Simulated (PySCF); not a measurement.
A GIAO shielding run with PySCF (density fitting, non-relativistic, gas phase) on `[Si@H](C(OC)=O)(N)C[SiH2][SiH3]`, C3H13NO2Si3:

```
$ OMP_NUM_THREADS=1 python probes_run.py task.json out

{"job": {"kind": "nmr", "xc": "PBE0", "basis": "pcSseg-1"}, "charge": 0, "multiplicity": 1}
C     -4.226712     0.232487     0.576879
O     -2.841720     0.555584     0.499483
C     -2.139444     0.042395    -0.523153
O     -2.636570    -0.659833    -1.368867
Si    -0.317242     0.631519    -0.468453
N      0.006949     0.834689     1.208045
C      0.834191    -0.700457    -1.162582
Si     2.679900    -0.239088    -1.186896
Si     3.580568    -0.101499     0.933960
H     -4.711436     1.042882     1.116460
H     -4.357065    -0.709281     1.113428
H     -4.640597     0.132384    -0.428224
H     -0.260640     1.845026    -1.307830
H     -0.732737     1.171467     1.803125
H      0.896893     1.198199     1.507386
H      0.514616    -0.935040    -2.177347
H      0.708462    -1.620187    -0.589643
H      2.812992     1.027550    -1.925659
H      3.377999    -1.246840    -2.006063
H      5.032722    -0.304269     0.942992
H      3.376013     1.216878     1.556566
H      3.032446    -1.072543     1.885543
```

Hardware: 1 thread of an Intel Xeon, shared host. The job also computes population analyses, field gradients.

Question: How large is the calculation?

Answer: 96 electrons, 239 basis functions and 1308 auxiliary functions.

Question: How long does it take, and how much memory does it need?

Answer: 2.3 min of wall time, with 15 SCF cycles and 5 response iterations; peak memory 1.1 GiB. Times on a shared host scatter by some tens of per cent.
